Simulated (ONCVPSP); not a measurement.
Before and after: ONCV potential for magnesium (Mg)

```json
{
  "Element": "magnesium",
  "Generator": "ONCVPSP 4.0.1",
  "Type": "optimised norm-conserving Vanderbilt (ONCV)",
  "Functional": "LDA (Perdew-Wang 92)",
  "Relativity": "scalar-relativistic",
  "Frozen core": "[He]",
  "Valence charge": "10",
  "Reference configuration": "2s2 2p6 3s1 (charge +1)",
  "Partial waves": "2s+3s: rc 1.10 bohr, ncon 4, nbas 7, qcut 11 1/bohr, 2 projectors; 2p: rc 0.70 bohr, ncon 4, nbas 7, qcut 15.9 1/bohr, 1 projector; d scattering state at 0.46 Ha: rc 0.70 bohr, ncon 3, nbas 7, qcut 13.1 1/bohr, local",
  "Local potential": "the d channel",
  "Core correction": "Teter function fitted to the true core (icmod 2), fcfact 0.3"
}
```

All-electron outer shells of the reference configuration (LDA (PZ), scalar-relativistic, ld1.x):

```tsv
shell	level (eV)	outermost node (bohr)	outermost maximum (bohr)
1s	-1262.68	–	0.09
2s	-88.40	0.18	0.55
2p	-55.81	–	0.48
3s	-11.53	0.90	2.35
```

Change: p: qcut 12.

Cutoffs: the cutoffs (Ha) at which the residual kinetic energy of the hardest occupied pseudo-wave falls to 1 and 0.1 mHa per electron; they do not see the model core or the augmentation charge, which bear on the density cutoff. Errors are all-electron minus pseudo energies relative to the spin-unpolarised reference configuration.

**Question.** Predict the effect on cutoff, ghosts and configuration errors.

**Answer.** The potential gets harder (116 Ha and 238 Ha → 277 Ha and 324 Ha); of the 4 tests that both files solve, the error grows in 1 and shrinks in 0 by more than 15 % and 0.3 meV (median size 0.2 → 0.2 meV); neither file shows a bound ghost.

| quantity | base | changed |
| --- | --- | --- |
| cutoff, loose | 116 Ha | 277 Ha |
| cutoff, tight | 238 Ha | 324 Ha |
| loose cutoff by channel | s 21 Ha, p 116 Ha | s 21 Ha, p 277 Ha |
| bound ghosts | none | none |
| GHOST(+) flags under 300 eV | none | none |
| error for 2s2 2p6 3s2, meV [ΔE -8.07 eV] | 0.0 | 0.0 |
| error for 2s2 2p6 3s0, meV [ΔE 15.04 eV] | -0.3 | -0.4 |
| error for 2s2 2p6 3s1.5, meV [ΔE -4.88 eV] | 0.0 | 0.0 |
| error for 2s1 2p6 3s2, meV [ΔE 82.85 eV] | -122 | -144 |
| s: phases at 1.11 bohr within 0.05 rad from the reference energy up to (Ha; the scan ends near 5) | to the end of the scan | to the end of the scan |
| p: phases at 0.71 bohr within 0.05 rad from the reference energy up to (Ha; the scan ends near 5) | to the end of the scan | to the end of the scan |
| d: phases at 0.71 bohr within 0.05 rad from the reference energy up to (Ha; the scan ends near 5) | to the end of the scan | to the end of the scan |
| rms error of d²Exc/dni dnj with the model core, mHa | 1.58 | 1.60 |
